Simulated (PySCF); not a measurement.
Compound: C₄H₁₃O₂PSi₂.
Atom-mapped SMILES: `[CH3:1][O:2][C@@H:3]1[CH2:4][Si@@:5]([CH3:6])([PH2:7])[O:8][SiH2:9]1`

NICS is the negative of the GIAO shielding at a point without a nucleus: at the ring centre (0) and 1 Å above and below it (1); zz is the component along the ring normal. Level: GIAO PBE0/pcSseg-1 (PySCF, non-relativistic, gas phase) on the GFN2-xTB geometry, one conformer.

Ring bond lengths (Å), with Mayer bond orders in brackets: C3–C4 1.528 (1.03), C4–Si5 1.912 (0.88), Si5–O8 1.653 (0.88), O8–Si9 1.629 (0.97), Si9–C3 1.922 (0.84).

**Question.** What do the NICS probes read (ppm)?

**Answer.** 
| ring | type | NICS(0) | NICS(1), two faces | NICS(1)zz, two faces | rms pucker (Å) | centre to ring atoms, mean (Å) |
| --- | --- | --- | --- | --- | --- | --- |
| C3–C4–Si5–O8–Si9 | 5-membered ring with O and 2 Si; formal bonds all single | -4.3 | -3.2 / -2.2 | -3.1 / -1.9 | 0.17 | 1.45 |

**Question.** What do they say, and how far can they be read as aromaticity?

**Answer.** 
- C3–C4–Si5–O8–Si9: mean NICS(1)zz -2.5 ppm, near zero. C3, C4, Si5, Si9 have four or more neighbours, so the value isn't read as a sign of a π ring current.

**Question.** At the second NICS(1) probe listed for ring C3–C4–Si5–O8–Si9, 1 Å off the ring, what do the in-plane components average?

**Answer.** The isotropic value is a third of the trace: (3 × -2.2 − (-1.9))/2 = -2.4 ppm.

**Question.** List the ring angles and the Hirshfeld charges of the ring atoms.

**Answer.** 
- C3–C4–Si5–O8–Si9: C3 106.8° (-0.045 e), C4 105.6° (-0.175 e), Si5 97.9° (+0.397 e), O8 119.1° (-0.320 e), Si9 98.3° (+0.387 e); sum 527.8° against 540° for a flat convex ring.
